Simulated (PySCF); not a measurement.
## Peak assignment

Atom-mapped SMILES (the numbers label the heavy atoms): `[O:1]=[C:2]([OH:3])[SiH:4]1[NH:5][SiH2:6][NH:7][SiH2:8][NH:9]1`; H(Xn) means a hydrogen on atom n. Ha(Si6), Ha(Si8) are cis to C2 on the ring; Hb(Si6), Hb(Si8) are trans to C2 on the ring.

[PySCF: structure optimised with PBE0-D3(BJ)/def2-SVP; shielding tensors at PBE0/pcSseg-1 (GIAO); relativity neglected; rapidly exchanging positions averaged; one conformer; in vacuum]

δ = σ(ref) − σ, references computed at the same level: 1H vs TMS.

Assign these signals to the numbered atoms. 1H NMR (600 MHz, computed): δ 6.13 (br s, 1H), 5.41 (m, 2H), 5.39 (s, 1H), 5.27 (m, 2H), 1.09 (br s, 2H), 0.73 (br s, 1H).

Answers


6.13 → H(O3), hydrogen on an acid hydroxyl oxygen: exchangeable; this is the value without hydrogen bonding to other molecules
5.41 → Ha(Si6)/Ha(Si8), hydrogen on a silicon bonded to 2 N, in a 6-membered ring
5.39 → H(Si4), hydrogen on a silicon bonded to C, 2 N, in a 6-membered ring
5.27 → Hb(Si6)/Hb(Si8), hydrogen on a silicon bonded to 2 N, in a 6-membered ring
1.09 → H(N5)/H(N9), hydrogen on a nitrogen bonded to 2 Si, in a 6-membered ring: labile proton, position sensitive to the medium
0.73 → H(N7), hydrogen on a nitrogen bonded to 2 Si, in a 6-membered ring

Ha(Si6)/Ha(Si8) and H(Si4) lie closer than the usual error of such a calculation, so a measured spectrum could show them in the other order.

Exchangeable OH/NH protons stand at their gas-phase positions; hydrogen bonding in a real sample shifts them, mostly to higher δ. Multiplicities follow the n + 1 count of equivalent neighbours, as no J values were calculated; m marks all less simple cases, F and P coupling included.
